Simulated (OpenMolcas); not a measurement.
# P3+: CASPT2 settings compared

```yaml
Program: OpenMolcas
Basis: ANO-RCC-VDZP [4s3p1d]
Scalar_Hamiltonian: X2C, point nucleus
Active_space: 2 electrons in 8 orbitals (3s 3p 4s 4p)
State_averaging: 2S+1 = 1 even, 7 roots; 2S+1 = 3 even, 3 roots kept (CI in the orbitals of an earlier block); 2S+1 = 1 odd, 3 roots; 2S+1 = 3 odd, 3 roots kept (CI in the orbitals of an earlier block)
Spin-orbit_coupling: state interaction with AMFI integrals over the reference wave functions, term energies averaged over their components
```

Methods on the same reference wave functions:
A. CASSCF
B. SS-CASPT2, IPEA 0.35 Eh, real shift 0.25 Eh (closed shells correlated: 2s 2p)
C. SS-CASPT2, IPEA 0.75 Eh, imaginary shift 0.5 Eh (closed shells correlated: 2s 2p)
D. SS-CASPT2, IPEA 0.15 Eh, no level shift (closed shells correlated: none)
E. MS-CASPT2, IPEA 0.35 Eh, real shift 0.25 Eh (closed shells correlated: 2s 2p)
F. MS-CASPT2, IPEA 0.75 Eh, imaginary shift 0.5 Eh (closed shells correlated: 2s 2p)

Energies in cm⁻¹ above 3s² ¹S₀, the measured ground level; measured values from Martin, Zalubas and Musgrove, J. Phys. Chem. Ref. Data 14, 751 (1985).

| Level | A | B | C | D | E | F | Measured |
| --- | --- | --- | --- | --- | --- | --- | --- |
| 3s² ¹S₀ | 0.0 | 0.0 | 0.0 | 0.0 | 0.0 | 0.0 | 0.0 |
| 3s 3p ³P°₀ | 68292 | 67547 | 67584 | 67392 | 67558 | 67596 | 67918 |
| 3s 3p ³P°₁ | 68467 | 67722 | 67760 | 67567 | 67733 | 67771 | 68146 |
| 3s 3p ³P°₂ | 68822 | 68077 | 68115 | 67922 | 68088 | 68126 | 68615 |
| 3s 3p ¹P°₁ | 117138 | 109894 | 110158 | 109595 | 109905 | 110170 |  |
| 3p² ³P₀ | 166938 | 165943 | 166018 | 165764 | 165954 | 166029 | 164941 |
| 3p² ³P₁ | 167118 | 166124 | 166198 | 165945 | 166135 | 166210 | 165185 |
| 3p² ³P₂ | 167461 | 166451 | 166534 | 166232 | 166462 | 166545 | 165654 |
| 3p² ¹D₂ | 180200 | 169315 | 171309 | 167270 | 169326 | 171320 | 158142 |

Deviations, from unrounded energies. A percentage is the sum of absolute deviations over the sum of measured energies, with the sign that they share, or ± where signs differ.

| Against measurement | Levels | A | B | C | D | E | F |
| --- | --- | --- | --- | --- | --- | --- | --- |
| mean absolute deviation (cm-1) | 7 | 4100 | 2200 | 2500 | 1900 | 2200 | 2500 |
| other configurations (%) | 7 | +3.3 | ±1.8 | ±2.0 | ±1.5 | ±1.8 | ±2.0 |

D lies closest to measurement on these levels and A furthest from it. The largest miss of D in the table is 3p² ¹D₂, by +9100 cm-1. The ranking rests on the paired levels alone, and a cruder setting can come out closer through cancelling errors.

Among B to F the level of the table that moves most is 3p² ¹D₂, by 4100 cm-1 (lowest in D, highest in F).

The lowest spin-free term lies below A's lowest term by 0.006 hartree in B, 0.006 hartree in C, 0.001 hartree in D, 0.006 hartree in E, 0.006 hartree in F.

Over all roots computed the reference weight is 0.89 to 1.00 in D; the roots of lowest weight are the least certain, and an intruder state may touch them. Terms from blocks run as CI alone lack orbitals of their own. Active for correlation alone: 4p 4s; no level in the range computed is led by a configuration that fills them, so any true level of that kind is missing. The ¹D term of p² mixes with s d, which this space lacks. The basis is small and was not contracted for so high a charge. Some levels mix across a computed gap that differs much from the measured one, so their mixing is not that of the real levels (holds for D). Computed and measured levels are paired by configuration, term and J; levels that our copy of the source lacks, or whose pairing is in doubt (as where it misses far off the trend of its configuration), stay unpaired and out of the deviations. Only configurations of the active space appear. The table leaves out levels that lie high or whose names do not pair safely across all columns.

° marks odd parity.
